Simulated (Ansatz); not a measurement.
Start from `[BH2][GeH2][F]` and change one atom or group to get `[F][GeH2][SH]`.

Ansatz, PBE0-D4/def2-TZVP geometries, multiplicity 1. Each molecule was computed in one conformer, which needn't be the lowest.

Scalar relativity is left out up to krypton.

| property | `[BH2][GeH2][F]` |
| --- | --- |
| HOMO–LUMO gap (ωB97M-V/def2-TZVPP) / eV | 9.93 |
| size of the dipole moment (B3LYP/def2-TZVPP) / D | 2.40 |
| LUMO energy (PBE0/def2-TZVPP) / eV | -2.80 |
| ideal-gas entropy at 298 K and 1 bar (rigid rotor, harmonic PBE0-D4/def2-TZVP) / J/(mol·K) | 303 |
| HOMO energy (ωB97M-V/def2-TZVPP) / eV | -10.75 |
| size of the dipole moment (ωB97M-V/def2-TZVPP) / D | 2.40 |

**Question.** What does the change do to each property? (An estimate is asked.)

**Answer.** Computed: 
| property | `[F][GeH2][SH]` | shift |
| --- | --- | --- |
| HOMO–LUMO gap (ωB97M-V/def2-TZVPP) / eV | 11.96 | 2.03 |
| size of the dipole moment (B3LYP/def2-TZVPP) / D | 1.94 | -0.46 |
| LUMO energy (PBE0/def2-TZVPP) / eV | -0.13 | 2.67 |
| ideal-gas entropy at 298 K and 1 bar (rigid rotor, harmonic PBE0-D4/def2-TZVP) / J/(mol·K) | 307 | 4 |
| HOMO energy (ωB97M-V/def2-TZVPP) / eV | -10.16 | 0.59 |
| size of the dipole moment (ωB97M-V/def2-TZVPP) / D | 1.95 | -0.45 |

With PBE0 the HOMO rises by 0.62 eV and the LUMO rises by 2.67 eV, so the gap widens by about 2.05 eV. PBE moves the HOMO by 0.56 eV and ωB97M-V by 0.59 eV. The zero-point energy changes by -26.1 kJ/mol with -3 modes. Dipoles are sizes alone; their direction can turn.

B3LYP here is the variant with VWN-RPA as its local correlation; programs differ in this.
